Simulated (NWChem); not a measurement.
LaBrF₂; SMILES [F][La]([F])[Br]

This build's default masses of Se (78.918 u) and Br (79.917 u) are each other's, which moves their modes by up to 0.6 %. def2 effective core potentials on La; no spin-orbit coupling.

### Question
Give the equilibrium geometry at PBE-D3(BJ)/def2-SVP with def2 effective core potentials on La (NWChem) as an XYZ file, with the point group.

### Answer
point group Cs; any orientation.
```
4

La    -0.0871    -0.5952     0.0000
F      0.6933    -1.4960     1.7687
F      0.6933    -1.4960    -1.7687
Br    -0.1095     2.2056     0.0000
```
